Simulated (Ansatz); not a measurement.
Total energies of `[F][Ti]([F])([I])[I]`.

```xyz
5

F     1.851    0.003    0.002
Ti    0.123    0.096    0.113
F    -0.331    1.179    1.388
I    -0.823    0.935   -2.090
I    -0.821   -2.214    0.587
```

Total charge 0; spin multiplicity 1. Correlated methods include outer-core shells of I, Ti, which these sets cover unevenly. Scalar relativity is left out up to krypton. I takes the def2 core potential. The geometry is a stationary point of PBE0-D4/def2-TZVP. Basis def2-TZVPP, Ansatz 0.2.0.

RPA on PBE orbitals: Hartree–Fock energy of these orbitals -1640.81609 Eh, correlation -2.63736 Eh (frozen core).

```
functional  energy without D4 (Eh)  D4 term (kJ/mol)
       PBE             -1644.52420             -19.5
      BLYP             -1644.86266             -39.7
    B97M-V             -1644.62390                 –
   r2SCANh             -1645.02303              -4.8
   r2SCAN0             -1644.94665              -5.4
 CAM-B3LYP             -1644.91926             -18.3
   LC-ωPBE             -1644.69739                 –
   ωB97M-V             -1644.78300                 –
    B2PLYP             -1644.34277                 –
  PBE-QIDH             -1644.12391                 –
```

Q: Give the same for LDA (SPW92), revPBE, r2SCAN, PBE0, B3LYP, HSE06 (plane-wave form), BHLYP, ωB97X-V. (Estimate.)

A: Computed: 
```tsv
functional	energy without D4 (Eh)	D4 term (kJ/mol)
LDA (SPW92)	-1640.83982	–
revPBE	-1644.86353	-39.3
r2SCAN	-1645.07614	-4.2
PBE0	-1644.56522	-17.1
B3LYP	-1645.13949	-32.3
HSE06 (plane-wave form)	-1644.54658	-16.5
BHLYP	-1644.70892	-33.4
ωB97X-V	-1644.70389	–
```

B3LYP takes the VWN-RPA correlation (the form of Gaussian; ORCA's B3LYP/G). HSE06 is the plane-wave form, built on full-range PBE exchange. The double hybrids freeze the cores in their second-order part.

LC-ωPBE has ω = 0.4 bohr⁻¹.
